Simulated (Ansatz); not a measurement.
Compare A (`C[O][SnH2][Br]`) with its isomer B (`[CH3][SnH]([OH])[Br]`).

Calculated with Ansatz (gas phase, PBE0-D4/def2-TZVP geometries, no zero-point term in ΔE). CCSD(T)/CBS is the MP2 limit (def2-TZVPP, def2-QZVPP) plus CCSD(T) − MP2 in def2-TZVPP, frozen cores. DFT in def2-TZVPP. Elements past krypton have def2 core potentials. For Br, Sn outer-core shells are correlated without core-valence functions, which leaves a few kJ/mol of doubt a bond. Scalar relativity is left out up to krypton. One conformer a species, not always the lowest.

Which is lower in electronic energy at CCSD(T)/CBS, and by how much? (Best estimate.)

Computed: B, by 24.2 kcal/mol.

Give E(B) − E(A) in kcal/mol with ωB97M-V, PBE0-D4, HF/def2-TZVPP, BLYP-D4, B2PLYP, PBE-D4, CCSD/def2-TZVPP. (Best estimate.)

Computed: ωB97M-V -22.6, PBE0-D4 -22.5, HF/def2-TZVPP -19.9, BLYP-D4 -21.2, B2PLYP -22.7, PBE-D4 -22.2, CCSD/def2-TZVPP -22.9. None reverses the order clearly.

Does the order hold for the free energy at 298.15 K (harmonic terms from PBE0-D4)? (An estimate is asked.)

Computed: Yes: G(B) − G(A) = -24.2 kcal/mol, for one conformer each. Modes under 60 cm⁻¹, often nearly free rotors, make the harmonic entropy too high.

Largest T1 diagnostic: 0.012.

At CCSD(T), def2-SVP lies +6.8 kcal/mol from the extrapolated value and def2-TZVPP +1.1 kcal/mol. In def2-TZVPP, CCSD(T) changes the Hartree–Fock value by −3.3 kcal/mol (the triples alone add −0.3 kcal/mol) and MP2 by −5.6 kcal/mol.
